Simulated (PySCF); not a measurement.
F₂In (SMILES [F][In][F]), doublet, at a GFN2-xTB geometry (such geometries of metal compounds can be far from the true shape) (the spin is typed, not shown lowest) (core potentials on In), with bond 2-1 at 1.3 times its length. Base run: B3LYP/def2-SVP (PySCF).

Here is a job for PySCF.
```python
from pyscf import gto, scf, dft

mol = gto.Mole()
mol.atom = '''
    In    0.215837    0.085784    0.066130
    F    -1.068035    1.546465   -1.905570
    F    -0.403356   -1.676431    1.090519
'''
mol.basis = 'def2-svp'
mol.ecp = {'In': 'def2-svp'}
mol.charge = 0
mol.spin = 1
mol.verbose = 4
mol.build()

mf = dft.UKS(mol)
mf.xc = 'b3lyp'
mf.kernel()
mf.analyze()
```

The base run was repeated with changes; each row names its change, and settings that it needs were set with it.

```json
[
 {"change": "base", "ΔE vs base (µEh)": "0.0", "SCF cycles": "21", "<S^2>": "0.764", "outcome": "converged"},
 {"change": "init_guess = mod_huckel", "ΔE vs base (µEh)": "0.0", "SCF cycles": "24", "<S^2>": "0.764", "outcome": "converged"},
 {"change": "solver = newton", "ΔE vs base (µEh)": "0.0", "SCF cycles": "-", "<S^2>": "0.764", "outcome": "converged"},
 {"change": "diis_space = 4", "ΔE vs base (µEh)": "0.0", "SCF cycles": "30", "<S^2>": "0.764", "outcome": "converged"},
 {"change": "conv_tol_grad = 1e-3", "ΔE vs base (µEh)": "0.0", "SCF cycles": "21", "<S^2>": "0.764", "outcome": "converged"},
 {"change": "conv_tol_grad = 1e-7", "ΔE vs base (µEh)": "0.0", "SCF cycles": "29", "<S^2>": "0.764", "outcome": "converged"},
 {"change": "diis_space = 2", "ΔE vs base (µEh)": "-", "SCF cycles": "50", "<S^2>": "-", "outcome": "not converged"},
 {"change": "diis = off; damp = 0.6 (with mf.diis_start_cycle = 200; with mf.max_cycle = 150)", "ΔE vs base (µEh)": "-", "SCF cycles": "150", "<S^2>": "-", "outcome": "not converged"},
 {"change": "init_guess = atom", "ΔE vs base (µEh)": "0.0", "SCF cycles": "18", "<S^2>": "0.764", "outcome": "converged"},
 {"change": "level_shift = 1.0 (with mf.max_cycle = 100)", "ΔE vs base (µEh)": "0.0", "SCF cycles": "79", "<S^2>": "0.764", "outcome": "converged"},
 {"change": "conv_tol = 1e-4", "ΔE vs base (µEh)": "2.2", "SCF cycles": "16", "<S^2>": "0.764", "outcome": "converged"},
 {"change": "init_guess = huckel", "ΔE vs base (µEh)": "0.0", "SCF cycles": "24", "<S^2>": "0.764", "outcome": "converged"},
 {"change": "level_shift = 0.1 (with mf.max_cycle = 100)", "ΔE vs base (µEh)": "0.0", "SCF cycles": "34", "<S^2>": "0.764", "outcome": "converged"}
]
```

Open shells are given as the SCF converged; they aren't shown to be the lowest states, and a large step between rows can be another state.
